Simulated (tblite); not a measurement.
CH8Cl2NSi3 (doublet state).
Bonds: Si1–N2, N2–Si3, N2–Si4, Si4–C5, C5–Cl6, C5–Cl7. Hydrogens: H8, H9 on Si1; H10, H11, H12 on Si3; H13, H14 on Si4; H15 on C5.

The geometry is computed with GFN2-xTB (gas phase). This method treats the open shell by occupation alone, without spin polarisation.

Task: What internal coordinates does the optimisation give?

Result: 
```json
{"bond": "Si1–N2", "length (Å)": "1.764", "order": "single"}
{"bond": "N2–Si3", "length (Å)": "1.752", "order": "single"}
{"bond": "N2–Si4", "length (Å)": "1.722", "order": "single"}
{"bond": "Si4–C5", "length (Å)": "1.916", "order": "single"}
{"bond": "C5–Cl6, C5–Cl7", "length (Å)": "1.769", "order": "single"}
{"bond": "Si1–H8, Si1–H9", "length (Å)": "1.459", "order": "single"}
{"bond": "Si3–H10, Si3–H11, Si3–H12", "length (Å)": "1.461", "order": "single"}
{"bond": "Si4–H13, Si4–H14", "length (Å)": "1.463", "order": "single"}
{"bond": "C5–H15", "length (Å)": "1.087", "order": "single"}
```

Bonds in one row agree within 0.01 Å and their mean is given. Orders are formal, as drawn. A selection of angles:
```json
{"angle": "N2–Si1–H8", "degrees": "109.9"}
{"angle": "H8–Si1–H9", "degrees": "115.7"}
{"angle": "Si1–N2–Si3", "degrees": "119.0"}
{"angle": "Si1–N2–Si4", "degrees": "125.8"}
{"angle": "Si3–N2–Si4", "degrees": "115.0"}
{"angle": "N2–Si3–H10", "degrees": "107.8"}
{"angle": "N2–Si3–H11", "degrees": "105.9"}
{"angle": "N2–Si3–H12", "degrees": "109.1"}
{"angle": "H10–Si3–H11", "degrees": "112.5"}
{"angle": "H10–Si3–H12", "degrees": "109.1"}
{"angle": "H11–Si3–H12", "degrees": "112.2"}
{"angle": "N2–Si4–C5", "degrees": "109.4"}
{"angle": "N2–Si4–H13", "degrees": "112.0"}
{"angle": "C5–Si4–H13", "degrees": "105.2"}
{"angle": "H13–Si4–H14", "degrees": "112.9"}
{"angle": "Si4–C5–Cl6", "degrees": "110.5"}
{"angle": "Si4–C5–Cl7", "degrees": "107.3"}
{"angle": "Si4–C5–H15", "degrees": "116.2"}
{"angle": "Cl6–C5–Cl7", "degrees": "109.5"}
{"angle": "Cl6–C5–H15", "degrees": "106.8"}
{"angle": "Cl7–C5–H15", "degrees": "106.4"}
```

Dihedral angles: Si1–N2–Si4–C5 3° (synperiplanar); N2–Si4–C5–Cl6 -62° (synclinal). The mirror-image conformer, all signs reversed, is as good.

Of the pairs four or more bonds apart, Si1···Cl6 is among the closest relative to their van der Waals radii: 3.40 Å, 88 % of the sum of Bondi's values. N2 (nitrogen bonded to 3 Si) is planar (angles 125.8°, 119.0° and 115.0°, sum 359.9°, 0.04 Å off the plane of its three neighbours). Si1 (silicon bonded to N and 2 H) is pyramidal (angles 115.7°, 109.9° and 109.9°, sum 335.5°, 0.45 Å off the plane of its three neighbours). The N–Si distances run from 1.722 Å (N2–Si4, drawn single) to 1.764 Å (Si1–N2, drawn single), a spread of 0.042 Å. Si3 (silicon bonded to N and 3 H) is distorted tetrahedral (angles from 105.9° to 112.5°). Si4 (silicon bonded to C, N and 2 H) is distorted tetrahedral (angles from 105.2° to 112.9°).

Point group: C1 (no symmetry element, even within 0.4 Å). GFN2-xTB frequencies show an imaginary mode (46i cm⁻¹), so the point is no minimum at that level. Torsions: H–Si1–N2–Si3 144° and -87°, Si1–N2–Si4–C5 3°, N2–Si4–C5–Cl6 -62°. 3 starts were optimised and ended at 0.00, 0.10 and 0.43 kcal/mol (GFN2-xTB); the lowest of these is shown.

Time: 1.8 s of wall time. Hardware: Arm Neoverse V1, one thread, shared host. These figures are those of the optimisation.
